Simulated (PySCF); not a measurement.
SMILES C[S][SnH2][S]C (CAM-B3LYP/def2-SVP optimised geometry):

```
13

Sn    -0.400    -1.116     0.000
S     -1.314     1.116     0.000
C     -0.754     1.703     1.637
S     -1.056    -2.173     2.083
C      0.548    -2.806     2.688
H      1.314    -1.116     0.000
H     -1.062    -1.900    -1.364
H     -0.990     0.973     2.422
H     -1.302     2.632     1.843
H      0.323     1.922     1.643
H      1.309    -2.017     2.749
H      0.924    -3.631     2.068
H      0.366    -3.191     3.700
```

Computed with PySCF 2.14.0 with CAM-B3LYP/def2-TZVP, def2 effective core potentials past Kr.

Task: What are the frontier orbital energies and the dipole moment?

Result: HOMO-2 -9.31 eV, HOMO-1 -8.17 eV, HOMO -8.06 eV, LUMO 0.18 eV, LUMO+1 0.58 eV; dipole moment 2.38 D.
